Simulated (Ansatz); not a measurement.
CAuClO, charge +1, doublet, geometry from GFN2-xTB (such geometries of metal compounds can be far from the true shape) (the multiplicity is a formal guess) (core potentials on Au); BLYP/def2-TZVP (Ansatz, a program for electronic structure).

Here is a job for Ansatz.
Ansatz 0.2 input:
```yaml
crystal:
  periodic: [false, false, false]
  atoms:
    - {symbol: Au, position_ang: [0.00239240, -0.01334767, 0.01704058]}
    - {symbol: Cl, position_ang: [-0.20516636, 1.64805585, -1.49815509]}
    - {symbol: O, position_ang: [0.27817419, -2.28166469, 2.03471600]}
    - {symbol: C, position_ang: [0.17890579, -1.45152763, 1.30745039]}
basis:
  gaussian:
    orbitals: def2-TZVP
    fitting: {mean_field: def2-universal-JKFIT}
hamiltonian:
  xc: blyp
total_charge: 1
magnetization: {spin_polarized: true, initial_magnetization: 1}
```

The log (banner, timings and long lists left out):

```
Functional definition: BLYP
527 factors; integrals over basis functions are off by at most 8.8e-1 eV
mean field evaluation 1: about -19284.1694 eV, gradient 4.9e1 eV
mean field evaluation 2: about -19220.9864 eV, gradient 1.2e2 eV
mean field evaluation 4: about -19291.5581 eV, gradient 1.6e1 eV
mean field evaluation 8: about -19292.7314 eV, gradient 9.5e-1 eV
mean field evaluation 16: about -19292.7400 eV, gradient 5.0e-4 eV
mean field evaluation 32: about -19292.7400 eV, gradient 5.0e-3 eV
mean field evaluation 64: about -19292.5734 eV, gradient 5.6e0 eV
mean field evaluation 96: about -19291.8714 eV, gradient 4.4e0 eV
mean field evaluation 128: about -19292.7398 eV, gradient 2.8e-1 eV
mean field -19292.74019497 eV, -708.9951250762 hartree, gradient 3.2e-6 eV, S^2 0.752203; 9 other end points of the search recorded, 0 dependent functions left out
reference -19292.74049839 eV, -708.9951362265 hartree; 25, 24 occupied and 114, 115 virtual orbitals, 527 factors
Total energy: -19292.74049839 eV, -708.9951362265 hartree
```
